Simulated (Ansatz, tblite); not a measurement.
Forces on NbS2 at its PBE-D4/def2-TZVP geometry. Total charge 0; doublet.

In the def2 sets Nb takes a core potential; there is no spin–orbit coupling. The xTB rows come from tblite. At CAM-B3LYP-D4/def2-TZVP the charge 0 doublet is spin-contaminated (final ⟨S²⟩ up to 1.64, 0.75 for a pure state). The geometry of the doublet was relaxed on an unsound state (⟨S²⟩ 1.73, where a pure state has 0.75). At PBE0-D4/def2-TZVP a quartet of charge 0 lies 0.49 eV below the doublet, each at its own geometry. The structure comes from a short search, and lower isomers may exist.

GFN1-xTB (tblite), largest force 0.36 eV/Å:

```xyz
3
positions Å, forces eV/Å
Nb   -0.477    1.295    0.150    0.122   -0.333   -0.039
S    -0.343   -0.954    0.719    0.080    0.240   -0.173
S     0.820   -0.342   -0.869   -0.202    0.092    0.212
```

GFN2-xTB (tblite), largest force 2.28 eV/Å:

```
Nb -0.782 2.124 0.246
S 0.313 -1.103 -0.016
S 0.469 -1.021 -0.230
```

CAM-B3LYP-D4/def2-TZVP (Ansatz), largest force 0.40 eV/Å:

```
Nb 0.136 -0.369 -0.043
S -0.126 0.154 0.100
S -0.010 0.215 -0.058
```
